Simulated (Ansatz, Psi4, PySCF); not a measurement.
HO, charge -1, singlet, at a GFN2-xTB geometry (in this run its highest filled SCF level lies above zero, so its values depend strongly on the basis, on diffuse functions most of all). Base run: PBE0/STO-3G (PySCF).

Geometry (Å):
```xyz
2

O      0.0000     0.0000    -0.1088
H      0.0000     0.0000     0.8700
```
Charge -1, spin multiplicity 1.
All else is at PySCF's defaults.

The same geometry, method and basis name were run in Ansatz (a first-principles code) and Psi4 and PySCF, at each program's defaults and at the settings that a row names. The base is PySCF at its defaults. Differences at the defaults can come from grids, fitting, cores and function types together.

| code and settings | ΔE vs base (µEh) | basis functions | E (Eh) | SCF cycles |
|---|---|---|---|---|
| PySCF, defaults (exact integrals, its default grid, spherical functions) | 0.0 | 6 | -74.33109 | 6 |
| Psi4, defaults (density fitting with its default set, its default grid, spherical functions) | -352 | 6 | -74.33144 | 6 |
| Ansatz, defaults (factorised integrals, its default grid, spherical functions) | 0.2 | 6 | -74.33109 | - |
| PySCF, density fitting with def2-universal-jkfit | -352 | 6 | -74.33144 | 6 |
| PySCF, fine grid | 0.2 | 6 | -74.33109 | 6 |
| Psi4, exact integrals, spherical functions, fine grid | 0.2 | 6 | -74.33109 | 6 |
| Ansatz, high accuracy | 0.1 | 6 | -74.33109 | - |
